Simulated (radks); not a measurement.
Species: Be0.25+. Configuration: 1s(up 1, down 0.75) 2s2 (fractional occupations, a model configuration). Calculated with a radial shooting solver on a logarithmic mesh with Libxc functionals: scalar-relativistic Kohn-Sham, LDA (Slater exchange, Perdew-Wang correlation), spin-polarised, spherical densities, finite nucleus; Fermi nuclear charge, rms radius 2.519 fm.

Normalised radial functions P(r) = r R(r), r in bohr:

```
   r/bohr * 1s down, o 2s up (the largest magnitude, 1.39, reaches the edge; | marks zero, & curves that meet)
  0.03533                             | o      *
   0.0392                             | o       *
  0.04349                             | o       *
  0.04826                             |  o       *
  0.05355                             |  o        *
  0.05942                             |  o         *
  0.06541                             |  o          *
  0.07258                             |  o            *
  0.08053                             |   o            *
  0.08936                             |   o             *
  0.09915                             |   o              *
     0.11                             |   o               *
   0.1221                             |    o                *
   0.1355                             |    o                 *
   0.1503                             |    o                  *
   0.1668                             |    o                   *
   0.1851                             |    o                    *
   0.2037                             |    o                    *
    0.226                             |    o                     *
   0.2508                             |    o                     *
   0.2783                             |    o                     *
   0.3088                             |    o                     *
   0.3426                             |   o                     *
   0.3802                             |   o                    *
   0.4218                             |  o                    *
   0.4681                             | o                    *
   0.5194                             |o                   *
   0.5717                             o                  *
   0.6344                            o|                *
   0.7039                          o  |              *
    0.781                         o   |           *
   0.8667                        o    |         *
   0.9616                      o      |       *
    1.067                     o       |     *
    1.184                   o         |    *
    1.314                  o          |  *
    1.458                 o           | *
    1.617                o            | *
     1.78                o            |*
    1.976                o            |*
    2.192                o            *
    2.432                 o           *
    2.699                  o          *
    2.995                   o         *
    3.323                     o       *
    3.687                      o      *
    4.091                       o     *
     4.54                         o   *
    4.997                          o  *
    5.545                           o *
    6.153                            o*
    6.827                            o*
    7.575                            o*
    8.405                             &
```

1s down: eigenvalue -114.00 eV, 0 radial nodes, <r> = 0.418 bohr, 90 % of the charge inside 0.753 bohr. 2s up: eigenvalue -8.274 eV, 1 radial node at r = 0.579 bohr, <r> = 2.38 bohr, 90 % of the charge inside 3.76 bohr.
